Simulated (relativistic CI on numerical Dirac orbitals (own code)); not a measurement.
Computed by Dirac-Coulomb-Breit CI, orbitals from a KLI potential per configuration, QED by a radiative potential, unscaled Slater integrals (own radial code, finite nucleus).

The strongest absorption lines from the ground level of an ion, among the configurations computed and to levels below about 231 eV (vacuum wavelength in Å, gf): 68.701 (0.77), 70.167 (0.69), 77.237 (0.2), 78.021 (0.54), 79.302 (0.61), 80.901 (0.33), 84.764 (0.21), 87.633 (0.32).

(1) Which ion is it?
A. Tc22+
B. Rb16+
C. Nb20+
D. Nb22+

Results:

(1) C. Nb20+ has 21 electrons and the ground level 3s2 3p6 3d3 4F_3/2; the strongest line goes to 3s2 3p5 3d4 2P°_1/2. The pattern of lines fixes the number of electrons, and along that sequence the line energies rise steadily with the charge (about as its square where n changes within one kind of shell, about linearly where n is kept but much faster in heavy ions where fine structure, which grows about as Z⁴, sets the gap, and irregularly where shells cross), which fixes Z. Configurations outside the model, such as inner-shell arrays, can give stronger lines. At this charge energies of transitions that change n are usually good to better than 1 %, and those within a shell (Δn = 0) to a few per cent. Terms inside the open d or f shell come out 10 to 20 % too wide with unscaled integrals.

LS names give the leading component of a level, which can be under half, so a name can repeat, a term be missing and a line seem to break the LS rules.
